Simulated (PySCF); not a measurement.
C5H7O, SMILES O=C1[CH]CCC1, multiplicity 2. Coordinates come from a r2SCAN-D4/def2-SVP optimisation. The isomer is the one that the SMILES or the coordinates give; other isomers of the formula were not compared. The values are those of a single conformer.

Computed equilibrium geometry at r2SCAN-D4/def2-SVP (PySCF confirms it by a frequency run) as Cartesian coordinates in Å (one conformer of several):
```xyz
13

O     -1.8400    -0.6110     0.9183
C     -0.7874    -0.2921     0.3780
C      0.4767    -1.0026     0.4520
C      1.5186    -0.3308    -0.3654
C      0.9487     1.0896    -0.6048
C     -0.5735     0.9179    -0.5409
H      0.5947    -1.9429     0.9971
H      2.5168    -0.3323     0.1065
H      1.6489    -0.8722    -1.3277
H      1.2802     1.7495     0.2144
H      1.3051     1.5354    -1.5454
H     -0.9977     0.6623    -1.5302
H     -1.1269     1.7957    -0.1747
```
Charge 0, spin multiplicity 2.
